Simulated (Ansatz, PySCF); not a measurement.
Gas-phase reaction (SMILES): Brc1ccc[se]1 [2-bromoselenophene] + 8 [H][H] (H2) -> Br (HBr) + 4 C (CH4) + [SeH2] (H2Se); energy of full hydrogenation.

Each molecule is optimised on its own at B3LYP-D3(BJ)/def2-TZVP (Ansatz, an electronic-structure program). Valence correlation only, unless marked. Spin-orbit coupling is left out. Frozen are the shells of the preceding noble gas and the d and f shells that filled before the atom's block. Non-relativistic. Basis-set limits of correlation are two-point, X^-3; Hartree-Fock from the larger set. Unstable Hartree-Fock reference: Brc1ccc[se]1. Thermal terms are rigid-rotor harmonic-oscillator values from B3LYP-D3(BJ) frequencies (PySCF) at 298.15 K and 1 atm. 1 Eh = 627.5095 kcal/mol.

| species | E, CCSD(T)/CBS(cc-pVTZ,cc-pVQZ) (Ansatz) (Eh) | E, PBE/def2-TZVPD (Ansatz) (Eh) | H - E (Eh) | G - E (Eh) |
|---|---|---|---|---|
| Brc1ccc[se]1 | -5126.74396 | -5129.03253 | 0.06224 | 0.02369 |
| [H][H] (H2) | -1.17450 | -1.16589 | 0.01336 | -0.00144 |
| Br (HBr) | -2573.28320 | -2574.36895 | 0.00927 | -0.01328 |
| C (CH4) | -40.45816 | -40.46301 | 0.04840 | 0.02728 |
| [SeH2] (H2Se) | -2401.27457 | -2402.38404 | 0.01725 | -0.00763 |

Question: Work out ΔE and ΔH, ΔG, ΔS and the equilibrium constant at 298.15 K at the first level, then ΔH at the second.

Answer: 
1. ΔE = [(-2573.28320) + 4×(-40.45816) + (-2401.27457)] - [(-5126.74396) + 8×(-1.17450)] = -0.25045 Eh = -157.2 kcal/mol at CCSD(T)/CBS(cc-pVTZ,cc-pVQZ).
2. The terms H - E add up to 0.05100 Eh, so ΔH = (-0.25045 + (0.05100))×627.5095 = -125.2 kcal/mol.
3. The terms G - E add up to 0.07604 Eh, so ΔG = -109.4 kcal/mol, and ΔS = (0.05100 - (0.07604))×627509.5/298.15 = -52.7 cal/(mol K).
4. log10 K = -ΔG/(RT ln 10) = 80.2, with RT ln 10 = 1.3642 kcal/mol.
5. With ΔH and ΔS taken as constant, ΔG changes sign near ΔH/ΔS = 2380 K, a rough figure that leaves out heat capacities.
6. At PBE/def2-TZVPD the same steps give ΔE = -154.0 and ΔH = -122.0 kcal/mol, a shift of +3.2 from the first level.
7. These values are not checked against measurement here, since the tables used lack a sound gas-phase enthalpy of formation for at least one species.
